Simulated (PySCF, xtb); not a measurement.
Ranking isomers of HIOSi

3 gas-phase structures of HIOSi, found in a search over its isomers (lower ones may exist). Each was relaxed with GFN2-xTB:

A. `O[Si]I`, a singlet
B. `O[Si]I`, a triplet
C. `O=[SiH]I`, a singlet

Q: Which do you expect lowest at r2SCAN-D4/def2-SVP, and how would the others follow?

A: Calculated order at r2SCAN-D4/def2-SVP: A (0.000), C (0.633), B (2.024) eV.

Energies above the lowest of each column, in eV; the last columns are at B3LYP-D3(BJ)/def2-SVP geometries (a dash: not run or not comparable):

| structure | GFN2-xTB | HF/STO-3G | r2SCAN-D4/def2-SVP | B3LYP-D3(BJ)/def2-SVP | CCSD(T)/def2-TZVP |
| --- | --- | --- | --- | --- | --- |
| A | 1.048 | 0.000 | 0.000 | 0.000 | 0.000 |
| C | 0.000 | 1.749 | 0.633 | 0.763 | 0.526 |
| B | – | 2.115 | 2.024 | 2.333 | 2.310 |

CCSD(T)/def2-TZVP puts A lowest; GFN2-xTB picks C. Some further structures that were screened fall inside this span and aren't listed. Flexible structures stand in one conformer each, not always the lowest. GFN2-xTB has no spin polarisation and isn't compared across spin states. Open shells are spin-unrestricted. Atoms past krypton carry core potentials in the def2 sets, without spin–orbit terms.

Programs: PySCF 2.14.0, xtb 6.7.1.
